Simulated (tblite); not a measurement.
Write Cartesian coordinates for InChI=1S/C7H10NOP/c1-6-5-10(6,8)7-3-2-4-9-7/h2-4,6,8H,5H2,1H3/t6-,10-/m1/s1 as optimised with GFN2-xTB.

```
atom  x, y, z in Å
C1    -2.0438    1.0697   -0.8286
C2    -1.9164   -0.3357   -0.3000
C3    -1.5337   -0.5128    1.2072
P4    -0.3562   -1.2501    0.0171
N5     0.0939   -2.7153   -0.2695
C6     1.0674   -0.1984   -0.1342
C7     2.3185   -0.5226   -0.5822
C8     3.0764    0.6653   -0.4949
C9     2.2326    1.6148   -0.0027
O10    1.0138    1.1026    0.2212
H11   -2.9461    1.5337   -0.4287
H12   -1.1882    1.6705   -0.5316
H13   -2.1084    1.0707   -1.9156
H14   -2.7375   -0.9818   -0.6088
H15   -1.2710    0.4024    1.7203
H16   -2.1768   -1.1546    1.7979
H17   -0.6413   -3.4070   -0.2369
H18    2.6295   -1.4895   -0.9176
H19    4.1057    0.7955   -0.7598
H20    2.3765    2.6532    0.2250
```

Any rigid rotation of these coordinates is as good. Atoms count from 1 in this order. P4 (phosphorus bonded to 3 C and N) has angles from 50.6° to 133.2°. Of the pairs four or more bonds apart, O10···H12 is among the closest relative to their van der Waals radii: 2.40 Å, 88 % of the sum of Bondi's values. The 3-membered ring C2–C3–P4 has internal angles of 50.6° to 64.9°. N5 (nitrogen bonded to P and H) is bent (angle 115.3°).

Bonds between heavy atoms (Å): C1–C2 1.507, C2–C3 1.565, C3–P4 1.829, P4=N5 1.559, P4–C6 1.776, C6–C7 1.368, C7–C8 1.412, C8–C9 1.362, C9–O10 1.341, C2–P4 1.836, C6–O10 1.350.

Computed geometry: GFN2-xTB, gas phase.

Point group: C1 (no symmetry element, even within 0.4 Å). Its GFN2-xTB frequencies are all real (lowest 47 cm⁻¹). One conformer, not necessarily the lowest (C3–P4–C6–C7 159°). 3 starts were optimised and ended at 0.00, 0.84 and 5.09 kcal/mol (GFN2-xTB); the lowest of these is shown.
